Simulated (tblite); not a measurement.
Compound: C2H9N3Si2.
Numbering: `[N:1]#[C:2][SiH2:3][CH2:4][SiH:5]([NH2:6])[NH2:7]` (hydrogens: H8, H9 on Si3; H10, H11 on C4; H12 on Si5; H13, H14 on N6; H15, H16 on N7)

Computed with GFN2-xTB (tblite), gas phase: L-BFGS steps from a force-field or distance-geometry start until the largest atomic force falls under 0.01 eV/Å.

Step 53: E = -573.1338 eV
```
atom  x, y, z in Å  |  force x, y, z in eV/Å
N1      2.2095    2.2199    0.2628    0.001  -0.030  -0.004
C2      2.1087    1.0835    0.1515   -0.027   0.088  -0.023
Si3     1.9094   -0.7649   -0.0357    0.012  -0.010  -0.011
C4      0.2075   -1.1039   -0.7921    0.050  -0.004  -0.003
Si5    -1.3152   -0.2497    0.0311    0.037  -0.071   0.064
N6     -1.9512    1.1279   -0.7854   -0.047  -0.116  -0.086
N7     -0.9124    0.3148    1.5960    0.021   0.135   0.001
H8      3.0437   -1.1927   -0.8725   -0.079   0.011   0.017
H9      2.0513   -1.2949    1.3277   -0.010  -0.026  -0.013
H10     0.0604   -2.1848   -0.7915   -0.049   0.011   0.045
H11     0.2250   -0.8225   -1.8472    0.017   0.031   0.023
H12    -2.4232   -1.2159    0.0496    0.002  -0.006  -0.017
H13    -1.4613    2.0047   -0.7258    0.030   0.002  -0.049
H14    -2.3202    0.9869   -1.7138    0.060   0.111   0.109
H15    -0.2771   -0.1345    2.2255    0.025  -0.080  -0.026
H16    -1.1626    1.2349    1.9086   -0.044  -0.046  -0.028
```

Step 54: E = -573.1358 eV
```
atom  x, y, z in Å  |  force x, y, z in eV/Å
N1      2.2092    2.2231    0.2622    0.003   0.015   0.005
C2      2.1060    1.0870    0.1545   -0.031   0.006  -0.038
Si3     1.9060   -0.7631   -0.0344    0.020   0.034   0.017
C4      0.2075   -1.1039   -0.7918    0.000  -0.001   0.011
Si5    -1.3129   -0.2509    0.0345   -0.008  -0.049   0.033
N6     -1.9504    1.1246   -0.7865    0.064   0.009   0.027
N7     -0.9069    0.3161    1.5977    0.068   0.020  -0.029
H8      3.0340   -1.1903   -0.8755   -0.037   0.002   0.003
H9      2.0465   -1.2942    1.3289   -0.006  -0.024  -0.019
H10     0.0591   -2.1839   -0.7905   -0.043  -0.016   0.048
H11     0.2201   -0.8234   -1.8464    0.031   0.042   0.007
H12    -2.4247   -1.2145    0.0457    0.018   0.000  -0.003
H13    -1.4587    2.0037   -0.7288   -0.016  -0.092  -0.035
H14    -2.3091    0.9846   -1.7161    0.005   0.072   0.002
H15    -0.2694   -0.1379    2.2238   -0.020  -0.027  -0.044
H16    -1.1638    1.2320    1.9113   -0.049   0.009   0.015
```

Step 55: E = -573.1373 eV
```
atom  x, y, z in Å  |  force x, y, z in eV/Å
N1      2.2032    2.2267    0.2686    0.002   0.032   0.006
C2      2.0969    1.0913    0.1574   -0.030  -0.020  -0.042
Si3     1.8995   -0.7591   -0.0362    0.014   0.066   0.030
C4      0.2024   -1.1081   -0.7891   -0.032   0.001   0.028
Si5    -1.3138   -0.2517    0.0389   -0.032  -0.039   0.004
N6     -1.9460    1.1216   -0.7928    0.058   0.011  -0.038
N7     -0.8894    0.3174    1.5964    0.048   0.087  -0.036
H8      3.0213   -1.1794   -0.8853   -0.001  -0.013  -0.007
H9      2.0414   -1.2892    1.3271    0.005  -0.032  -0.019
H10     0.0568   -2.1879   -0.7820   -0.048  -0.027   0.046
H11     0.2064   -0.8314   -1.8442    0.046   0.041  -0.008
H12    -2.4337   -1.2071    0.0463    0.030   0.000   0.010
H13    -1.4575    2.0018   -0.7254   -0.007  -0.084  -0.014
H14    -2.2721    0.9821   -1.7365    0.014   0.059   0.078
H15    -0.2511   -0.1401    2.2193   -0.041  -0.010  -0.040
H16    -1.1719    1.2219    1.9262   -0.026  -0.071   0.004
```

Step 56: E = -573.1388 eV
```
atom  x, y, z in Å  |  force x, y, z in eV/Å
N1      2.2014    2.2279    0.2710    0.002   0.056   0.006
C2      2.0913    1.0933    0.1577   -0.027  -0.022  -0.039
Si3     1.8947   -0.7562   -0.0361    0.002   0.062   0.035
C4      0.1981   -1.1101   -0.7869   -0.033  -0.007   0.040
Si5    -1.3171   -0.2550    0.0421   -0.020   0.000  -0.010
N6     -1.9421    1.1179   -0.7972    0.078   0.040   0.016
N7     -0.8767    0.3197    1.5934    0.054   0.065  -0.065
H8      3.0135   -1.1722   -0.8894    0.018  -0.024  -0.013
H9      2.0374   -1.2849    1.3274    0.013  -0.039  -0.016
H10     0.0557   -2.1907   -0.7780   -0.049  -0.012   0.025
H11     0.2011   -0.8295   -1.8410    0.041   0.016  -0.009
H12    -2.4416   -1.2043    0.0475    0.028  -0.007   0.019
H13    -1.4540    1.9979   -0.7273    0.009  -0.073   0.020
H14    -2.2531    0.9833   -1.7449   -0.025   0.012   0.014
H15    -0.2408   -0.1423    2.2156   -0.053  -0.007  -0.035
H16    -1.1753    1.2140    1.9349   -0.037  -0.058   0.014
```

**Question.** Estimate the geometry and energy of step 57. (The exact step hangs on the optimiser's Hessian estimate; all steps are aligned on step 56, rigid shifts and turns removed.)

**Answer.** E = -573.1410 eV, largest force 0.170 eV/Å
```
atom  x, y, z in Å  |  force x, y, z in eV/Å
N1      2.1895    2.2293    0.2804    0.002   0.079   0.004
C2      2.0763    1.0958    0.1601   -0.023   0.004  -0.033
Si3     1.8871   -0.7514   -0.0399   -0.008   0.027   0.024
C4      0.1879   -1.1215   -0.7790   -0.007  -0.014   0.028
Si5    -1.3243   -0.2607    0.0459    0.016   0.055  -0.028
N6     -1.9310    1.1132   -0.8066    0.071   0.110  -0.086
N7     -0.8495    0.3291    1.5821    0.031   0.158  -0.053
H8      3.0015   -1.1509   -0.9077    0.015  -0.034  -0.004
H9      2.0437   -1.2812    1.3213    0.021  -0.050  -0.016
H10     0.0520   -2.2038   -0.7591   -0.051   0.035  -0.009
H11     0.1883   -0.8418   -1.8348    0.023  -0.039   0.030
H12    -2.4608   -1.1946    0.0482    0.028  -0.022   0.034
H13    -1.4544    1.9989   -0.7103   -0.014  -0.137   0.032
H14    -2.1987    0.9891   -1.7720   -0.006  -0.002   0.128
H15    -0.2211   -0.1384    2.2081   -0.080  -0.018  -0.033
H16    -1.1941    1.1977    1.9521   -0.017  -0.153  -0.019
```

The energy changes by -0.0021 eV. The first-order estimate −F·Δx gives -0.0033 eV and the mean of the old and new forces, exact on a quadratic surface, -0.0019 eV. The step makes an angle of 82° with the force vector and moves no atom by more than 0.061 Å.

What follows is the cost of the whole relaxation. On an Arm Neoverse N1 with one thread, shared host, this took 2.3 s of wall time.
